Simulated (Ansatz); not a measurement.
Correlation energies of H8N3Si2, SMILES `N[SiH]N[SiH2]N` radical by basis set

```xyz
13

N     0.624   -0.239    1.800
Si    0.738   -1.627    0.799
N     0.001   -1.152   -0.696
Si   -0.820    0.321   -1.043
N     0.194    1.677   -0.694
H     0.742   -0.300    2.797
H     0.868    0.665    1.422
H    -0.003   -2.721    1.519
H     0.149   -1.765   -1.484
H    -1.217    0.204   -2.476
H    -2.030    0.546   -0.212
H    -0.256    2.552   -0.471
H     1.011    1.839   -1.262
```

Charge 0, multiplicity 2. Geometry: relaxed with PBE0-D4/def2-TZVP. It is one conformer, not always the lowest. Frozen core, unrestricted reference, the Gaussian-basis code of Ansatz. CBS rows extrapolate triple and quadruple zeta; past MP2 they add the triple-zeta difference.

```json
{"basis": "def2-TZVPP", "HF (Eh)": "-746.05504", "MP2 corr.": "-0.86860"}
{"basis": "def2-QZVPP", "HF (Eh)": "-746.08255", "MP2 corr.": "-0.93257"}
```

Problem. Estimate the CCSD correlation energy and the (T) correction in each basis where they were run (hartree).

Solution. 
```csv
basis,CCSD corr.,(T)
def2-TZVPP,-0.91566,-0.03539
CBS(def2),-1.02700,as TZ
```
